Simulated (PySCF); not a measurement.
Ge₂H₆S, SMILES [GeH3][S][GeH3].

Geometry: B3LYP-D3(BJ)/def2-SVP.

Two levels are set side by side: PBE/def2-TZVP (PySCF) and HF/def2-TZVP (PySCF). Same geometry, gas phase. Differences are taken from unrounded values.

```json
[
 {"quantity": "orbital gap (eV)", "HF": "12.92"},
 {"quantity": "highest occupied level (eV)", "HF": "-9.96"},
 {"quantity": "lowest empty level (eV)", "HF": "2.96"},
 {"quantity": "dipole moment (D)", "HF": "1.48"},
 {"quantity": "mean polarisability (bohr³)", "HF": "77.9"}
]
```

What does PBE give, and how far is it from HF? (The exact figures need the calculation; the answer reports its results.)


```json
[
 {"quantity": "orbital gap (eV)", "PBE": "4.84", "PBE minus HF": "-8.08"},
 {"quantity": "highest occupied level (eV)", "PBE": "-5.99", "PBE minus HF": "3.97"},
 {"quantity": "lowest empty level (eV)", "PBE": "-1.15", "PBE minus HF": "-4.11"},
 {"quantity": "dipole moment (D)", "PBE": "1.19", "PBE minus HF": "-0.29"},
 {"quantity": "mean polarisability (bohr³)", "PBE": "85.6", "PBE minus HF": "7.6"}
]
```

Without exact exchange PBE keeps part of each electron's self-repulsion, which lifts occupied levels and narrows the gap. PBE's more diffuse valence density responds more strongly to a field. Differences between two approximate levels are no errors against the true value.

Rough cost on one machine, each run with all the roots and properties that it gave: HF against PBE about 1/3.
